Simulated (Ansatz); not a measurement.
Consider the ligand exchange at a Ge–C bond: `C[CH](Cl)[GeH3]` + `CC(O)=S` → `CC(=S)[O][GeH3]` + `CCCl`.

Program: Ansatz. Geometries: PBE0-D4/def2-TZVP. ΔE: electronic, gas phase. CCSD(T)/CBS is the MP2 limit (def2-TZVPP, def2-QZVPP) plus CCSD(T) − MP2 in def2-TZVPP, frozen cores. Functionals use def2-TZVPP. B3LYP here is the variant with VWN-RPA as its local correlation; programs differ in this. For Ge outer-core shells are correlated without core-valence functions, which leaves a few kJ/mol of doubt a bond. Scalar relativity is left out up to krypton. One conformer a species, not always the lowest.

CCSD(T)/CBS gives -4.1 kcal/mol.

(1) Another level gave -4.5 kcal/mol. Which?
A. MP2/def2-TZVPP
B. HF/def2-TZVPP
C. PBE-D4/def2-TZVPP
D. B3LYP/def2-TZVPP

Largest T1 diagnostic among the species: 0.017.

Answers

(1) A. MP2/def2-TZVPP -4.5, PBE-D4 -3.4, HF/def2-TZVPP -8.6, B3LYP -6.0 kcal/mol.

In def2-TZVPP, CCSD(T) changes the Hartree–Fock value by +3.9 kcal/mol (the triples alone add +0.3 kcal/mol) and MP2 by +4.1 kcal/mol.
